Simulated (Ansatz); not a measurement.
```yaml
crystal:
  periodic: [false, false, false]
  atoms:
    - {symbol: N, position_ang: [1.163612, 0.327405, 1.028223]}
    - {symbol: C, position_ang: [0.470068, -0.522443, 0.500476]}
    - {symbol: N, position_ang: [0.605655, -1.794345, 0.773854]}
    - {symbol: O, position_ang: [-0.455520, -0.353865, -0.402062]}
    - {symbol: Si, position_ang: [-0.833235, 1.062659, -1.036008]}
    - {symbol: H, position_ang: [0.998748, 1.226399, 0.694371]}
    - {symbol: H, position_ang: [-0.142773, -2.368613, 0.576514]}
    - {symbol: H, position_ang: [1.120748, -1.994023, 1.564149]}
    - {symbol: H, position_ang: [-1.282974, 1.959444, -0.023969]}
    - {symbol: H, position_ang: [0.293140, 1.627987, -1.700136]}
    - {symbol: H, position_ang: [-1.874782, 0.774675, -1.955443]}
basis:
  gaussian: {orbitals: def2-mTZVPP}
hamiltonian: {xc: {name: rPW86-PBE}, dispersion: rvv10}
```

```sh
$ ansatz run in.yaml --threads 4 --pin off --events-out ev --progress --plain --max-ram 10444MiB
```

It prints (some lines left out):

```
Functional definition: rPW86-PBE+rVV10
1235 factors; their error is unknown
mean field evaluation 1: about -14041.9691 eV, gradient 9.4e1 eV
mean field evaluation 2: about -13963.8540 eV, gradient 1.8e2 eV
mean field evaluation 4: about -14056.1972 eV, gradient 2.6e1 eV
mean field evaluation 8: about -14057.4614 eV, gradient 3.6e-1 eV
mean field evaluation 16: about -14057.4492 eV, gradient 1.8e-4 eV
mean field -14057.44924781 eV, -516.6017313756 hartree, gradient 6.0e-5 eV, S^2 0.000000; 0 other end points of the search recorded, 0 dependent functions left out
reference -14057.44935390 eV, -516.6017352746 hartree; 24, 24 occupied and 124, 124 virtual orbitals, 1235 factors
Total energy: -14057.44935390 eV, -516.6017352746 hartree
```

Hardware: 4 threads of an INTEL XEON PLATINUM 8581C on a shared host. Wall time 2 s, peak host memory 0.25 GiB.
